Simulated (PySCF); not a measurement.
SeH at M06

Level: M06. PySCF, no relativity, basis sets H def2-TZVP, Se def2-TZVP.

```
state                                           : ²Π (doublet), unpaired electrons π ↑
bond length                                     : 1.474 Å
harmonic wavenumber                             : 2423 cm⁻¹
force constant                                  : 3.44 mdyn/Å
rotational constant Be                          : 7.793 cm⁻¹
anharmonicity ωexe                              : 37.5 cm⁻¹
vibration–rotation constant αe                  : 0.204 cm⁻¹
well depth De to H + Se                         : 3.39 eV
dissociation energy D0                          : 3.24 eV
bond order (Mayer)                              : 0.97
dipole moment (positive dipole means H(−)Se(+)) : -0.52 D
```

Spin–orbit coupling is left out. The state is the lowest determinant that a PBE0 search found; another state may lie lower at other levels.
